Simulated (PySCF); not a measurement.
Ge2: from constants to spectrum

UHF-CCSD(T) constants of Ge2, ³Σg⁻ (triplet), unpaired electrons π ↑↑ (Ge pcseg-1; no relativity (PySCF 2.14); masses 73.9212 and 73.9212 u):

- ωe: 280.8 cm⁻¹
- ωexe: 0.632 cm⁻¹
- Be: 0.077504 cm⁻¹
- αe: 0.000256 cm⁻¹
- D (centrifugal): 2.36e-08 cm⁻¹
- De to Ge + Ge: 2.49 eV

Problem. Give the vibrational terms G(v) and spacings up to v = 6.

Solution. G(v) = ωe(v+½) − ωexe(v+½)².

```csv
v,G(v) (cm⁻¹),G(v) − G(v−1),Bv (cm⁻¹)
0,140.2,,0.07738
1,419.8,279.5,0.07712
2,698.0,278.3,0.07686
3,975.1,277.0,0.07661
4,1250.8,275.7,0.07635
5,1525.3,274.5,0.07610
6,1798.5,273.2,0.07584
```

Problem. How well does the Morse estimate ωe²/(4ωexe) reproduce De, and what is D0?

Solution. It gives 3.87 eV, 155 % of the computed De. D0 = De − G(0) = 2.49 − 0.02 = 2.47 eV.

Correlated steps freeze 18 core orbitals. Correlated levels converge slowly with the basis: in double zeta they bind strong bonds too weakly, by up to about 1 eV, and carry superposition errors of some tenths. Spin–orbit coupling is left out. The state was picked by a PBE0 search and need not be the measured ground state.
